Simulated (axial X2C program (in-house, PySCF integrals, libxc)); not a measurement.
**Outer orbitals of CaP⁻ at 2.622 Å, PBE0**

Computed with an in-house all-electron X2C program for linear molecules (integrals from PySCF). Spin-free means the one-electron spin-free X2C Hamiltonian; two-component (2c) means X2C with spin–orbit coupling and atomic mean-field two-electron Coulomb and Gaunt terms, so the difference of the two also holds small scalar two-electron terms. Basis: Ca dyall-acv3z [12s13p7d5f], P dyall-av3z [9s8p3d2f] (cores contracted in-house); Gaussian nuclei, density fitting, unrestricted open shells. Masses: Ca 39.963 u, P 30.974 u.

The distance is close to the 2c PBE0 minimum; the highest filled and lowest empty levels are listed.

Spin-free orbitals, state M_S = 1, Λ = 1 (beyond evenly filled blocks: σα, π+α, π+β, π-α) (Löwdin shares):

```tsv
symmetry	occupied	ε (eV)	atomic character
π+α	yes	-25.44	100% Ca p
π-α	yes	-25.44	100% Ca p
π+β	yes	-25.41	100% Ca p
π-β	yes	-25.39	100% Ca p
σα	yes	-25.34	98% Ca p
σβ	yes	-25.19	98% Ca p
σα	yes	-9.82	74% P s, 9% Ca p, 8% Ca d
σβ	yes	-8.38	74% P s, 9% Ca p, 8% Ca d
σα	yes	-1.59	69% P p, 19% Ca s, 5% Ca d
π-α	yes	-1.05	77% P p, 11% Ca d, 7% Ca p
π+α	yes	-1.05	77% P p, 11% Ca d, 7% Ca p
σβ	yes	-0.60	58% P p, 32% Ca s, 4% Ca d
σα	yes	-0.15	48% Ca s, 29% Ca p, 14% P p
π+β	yes	-0.12	71% P p, 14% Ca d, 11% Ca p
σβ	no	1.50	52% Ca s, 22% Ca p, 17% P p
σα	no	1.56	84% Ca p, 13% Ca s
π-α	no	1.60	98% Ca p
π+α	no	1.60	98% Ca p
```

Spinors with spin–orbit coupling (state Ω = 2):

```csv
ω,occupied,ε (eV),atomic character,λ mixture
1/2,yes,-25.62,99% Ca p,"74% π, 26% σ"
-1/2,yes,-25.62,99% Ca p,"87% π, 13% σ"
3/2,yes,-25.31,100% Ca p,100% π
-3/2,yes,-25.26,100% Ca p,100% π
1/2,yes,-25.23,99% Ca p,"74% σ, 26% π"
-1/2,yes,-25.11,98% Ca p,"87% σ, 13% π"
1/2,yes,-9.82,"74% P s, 9% Ca p, 8% Ca d",100% σ
-1/2,yes,-8.38,"74% P s, 9% Ca p, 8% Ca d",100% σ
1/2,yes,-1.58,"69% P p, 19% Ca s, 5% Ca d",100% σ
-1/2,yes,-1.06,"77% P p, 11% Ca d, 7% Ca p",100% π
3/2,yes,-1.03,"77% P p, 11% Ca d, 7% Ca p",100% π
-1/2,yes,-0.60,"58% P p, 32% Ca s, 4% Ca d",100% σ
1/2,yes,-0.15,"44% Ca s, 27% Ca p, 19% P p","92% σ, 8% π"
1/2,yes,-0.13,"66% P p, 13% Ca d, 13% Ca p","92% π, 8% σ"
-1/2,no,1.50,"52% Ca s, 22% Ca p, 17% P p",100% σ
1/2,no,1.56,"84% Ca p, 14% Ca s",100% σ
-1/2,no,1.60,98% Ca p,100% π
3/2,no,1.60,98% Ca p,100% π
```

Mulliken charges and populations of the two-component result (they depend on the basis, above all on diffuse functions):

Ca -0.09 e (s 7.25 p 12.48 d 0.35 f 0.01), P -0.91 e (s 5.94 p 9.94 d 0.02). ⟨Lz⟩ = 1.00 ħ and ⟨Sz⟩ = 1.00 ħ (0.33 and 0.67 on the two atoms), which add up to Ω.

The state is one determinant whose occupation by symmetry is held fixed; it was picked as the lowest of a PBE0 search that is not exhaustive. Density functionals use the spin component along the axis (collinear). Other states lie close and PBE0, whose exact exchange favours high spin, may order them wrongly; the determinant shown need not be the ground state. The nearest other spin-free determinant of the search, M_S = 0, Λ = 1, lies 0.06 eV up at the distance of the search. The functionals have no current-density term, which raises determinants with orbital currents, atoms included. With several unpaired electrons one determinant need not be a pure state. A state of lower Ω lies just above, and one determinant can place such states too high, so the state shown need not be the lowest. The search has Ω = 1 only 0.06 eV up. Open-shell Ω = 0 determinants with evenly filled partner blocks cannot be reached by this program, so the Ω shown need not be the lowest component. The highest occupied level of some functionals is positive through self-interaction error; at Hartree–Fock it is bound.
